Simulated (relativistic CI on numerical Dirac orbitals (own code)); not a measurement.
Xe⁴⁺: calculation against measurement

Computed by Dirac-Coulomb-Breit CI, separate exchange-only KLI orbitals for each configuration, model QED (radiative potential, 1s self-energy scaled to tabulated hydrogen-like ionisation energies), valence Slater integrals scaled by 0.85, configuration energies shifted to the measured levels that pair with them (semi-empirical) (own radial code, finite nucleus).

Configurations in the expansion (outside the closed core [Kr] 4d10): 5s²5p², 5s5p³, 5s²5p5d, 5s²5p4f, 5s²5p6s, 5s²5p6p, 5p⁴, 5s²5d², 5s5p²5d, 5s²4f², 5s²5p5f, 5s²5p5g, 5s5p²5f, 5p²5d², 5s²4f5d, 5s5p²5g, 5p²4f², 5s²5f², 5s²5p6d, 5s²5p7s, 5s5p²4f, 5p³5d, 5s²5p7p, 5s5p²6s, 5s²5g², 5p³4f, 5s5p5d², 5s5p²6p, 5s²5p6f, 5s²5p7d. Levels of other configurations are missing.

```
Configuration  Term (tabulated)  J  Measured (cm⁻¹)  Computed  Error  Purity (%)
       5s²5p²                3P  0              0.0         0      0          87
       5s²5p²                3P  1           9291.8      9124   -168          98
       5s²5p²                3P  2          14126.7     13878   -249          66
       5s²5p²                1D  2          28411.2     27830   -582          65
       5s²5p²                1S  0          44470.4     42930  -1541          86
        5s5p³               5S°  2          92182.8     91521   -662          94
        5s5p³               3D°  1         115286.3    115517    231          76
        5s5p³               3D°  2         116097.0    116154     57          73
        5s5p³               3D°  3         119919.0    119900    -19          88
        5s5p³               3P°  0         133408.1    133288   -120          89
        5s5p³               3P°  1         134575.2    134572     -3          77
        5s5p³               3S°  1         155518.1    162174   6656          57
      5s²5p5d               3F°  2         156506.8    155826   -681          85
      5s²5p5d               3F°  3         160630.4    159543  -1087          91
      5s²5p5d               3F°  4         169799.4    168272  -1527          97
      5s²5p5d               3D°  3         182167.2    183175   1007          75
      5s²5p5d               3P°  0         183025.2    183029      3          86
      5s²5p5d               3P°  1         184147.6    184635    488          60
      5s²5p4f                3F  2         191603.5    191770    167          80
      5s²5p6s             3P° †  0         194033.1    193768   -265          98
      5s²5p5d               1F°  3         194138.0    194986    848          85
      5s²5p6s             3P° †  1         194232.9    194327     94          62
      5s²5p4f                3G  5         202281.8    202603    322          96
      5s²5p4f                3D  3         205758.8    205629   -130          71
      5s²5p4f                3D  2         207366.7    207344    -22          79
      5s²5p6s               3P°  2         209068.9    208975    -94          99
      5s²5p4f                3D  1         209310.7    209302     -8          97
      5s²5p6s               1P°  1         213040.2    213407    367          70
      5s²5p4f                1G  4         214317.7    214340     22          88
      5s²5p4f                1D  2         216745.6    216744     -2          85
      5s²5p6p                3D  1         228064.9    227070   -995          63
      5s²5p6p                3P  0         233999.3    232124  -1875          82
      5s²5p6p                3D  2         235178.9    234148  -1031          68
      5s²5p6p                3P  2         244821.3    245767    946          55
      5s²5p6p                3D  3         246208.0    247304   1096          98
      5s²5p6p                3S  1         247810.4    249244   1434          77
      5s²5p6p                1D  2         250557.2    252278   1721          71
      5s²5p6p                1S  0         259642.3    258889   -753          82
```

Measured levels from Saloman, J. Phys. Chem. Ref. Data 33, 765 (2004); pairs were made by configuration, J and term (by order where the table uses no LS term), so strongly mixed levels may be paired wrongly.

Mean error by configuration (cm⁻¹): 5s²5p² -635; 5s5p³ 877; 5s²5p5d -136; 5s²5p4f 50; 5s²5p6s 137; 5s²5p6p 68. Over the excited levels the mean absolute error is 769 cm⁻¹ (37 of the 52 excited levels that our extract of the source holds in range could be paired, and the others can miss by more), and the median relative error of those above 1,000 cm⁻¹ is 0.39 %, both after the shifts were fitted to these levels, so that a configuration with one level shows no error. † marks terms whose computed intervals miss the measured ones by more than a factor of 2.5, or configurations far off the rest, from wrong mixing, a near crossing or a doubtful label or measurement; they are left out of the means.

Configurations whose levels could be paired with our table of measured levels were shifted onto them, all but the ground configuration, by the median error of their levels; single terms can still be off by 1,000 to 2,000 cm⁻¹ or more, and rates follow the energies as ν³ (E1, M1) or ν⁵ (E2). The others borrow a shift and can be off by several thousand cm⁻¹ or more. Levels and lines within the n = 5 or 6 shells can be off by up to 10 % or somewhat more, and those that change n by about 2 %, since core polarisation is missing. 37 of the 52 excited levels that our extract of the measured tables holds in this range could be paired (the sources list more); they are missed by 737 cm⁻¹ on average and 6656 at most, after the shifts were fitted to these levels, and levels without a partner can miss by more.

Shifts applied (cm⁻¹): 5s²5p² 0; 5s5p³ 1870; 5s²5p5d -2596; 5s²5p4f -7432; 5s²5p6s -8172; 5s²5p6p -9152.
